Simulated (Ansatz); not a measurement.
Consider the redistribution: `N[SiH](F)CF` + `[F][SbH][SiH3]` → `N[SiH2]CF` + `[F][Sb]([F])[SiH3]`.

Isolated molecules relaxed with PBE0-D4/def2-TZVP in Ansatz; ΔE leaves out vibrations. CCSD(T)/CBS adds triple-zeta CCSD(T) − MP2 to the extrapolated MP2 energy (def2 sets, frozen cores). Functionals use def2-TZVPP. B3LYP here is the variant with VWN-RPA as its local correlation; programs differ in this. Elements past krypton have def2 core potentials. For Sb outer-core shells are correlated without core-valence functions, which leaves a few kJ/mol of doubt a bond. One conformer a species, not always the lowest.

Task: Is it downhill or uphill in electronic energy at CCSD(T)/CBS, and by how much? (Estimate.)

Result: Ansatz gave: Uphill: ΔE = +1.08 eV.

Task: What do these levels give: BLYP-D4, B97M-V, r2SCAN0-D4, CAM-B3LYP-D4, B2PLYP, B3LYP, r2SCANh, CAM-B3LYP, HF/def2-SVP, MP2/def2-TZVPP, SCS-MP2/def2-TZVPP, CCSD/def2-TZVPP? (Best estimate.)

Result: Computed: BLYP-D4 0.92, B97M-V 1.02, r2SCAN0-D4 1.15, CAM-B3LYP-D4 1.07, B2PLYP 1.07, B3LYP 1.02, r2SCANh 1.09, CAM-B3LYP 1.07, HF/def2-SVP 1.25, MP2/def2-TZVPP 1.18, SCS-MP2/def2-TZVPP 1.14, CCSD/def2-TZVPP 1.20 eV.

Largest T1 diagnostic among the species: 0.015.

From PBE to PBE0 (25 % exact exchange), in def2-TZVPP and without D4, ΔE moves by +0.13 eV. Leaving LDA and LC-ωPBE aside and taking each functional with its dispersion term where it has one, the values, not all of them listed here, spread over 0.25 eV, from BLYP-D4 to PBE-QIDH. LDA lies +0.15 eV from PBE without D4. In def2-TZVPP, CCSD(T) changes the Hartree–Fock value by −0.04 eV (the triples alone add −0.03 eV) and MP2 by −0.03 eV.
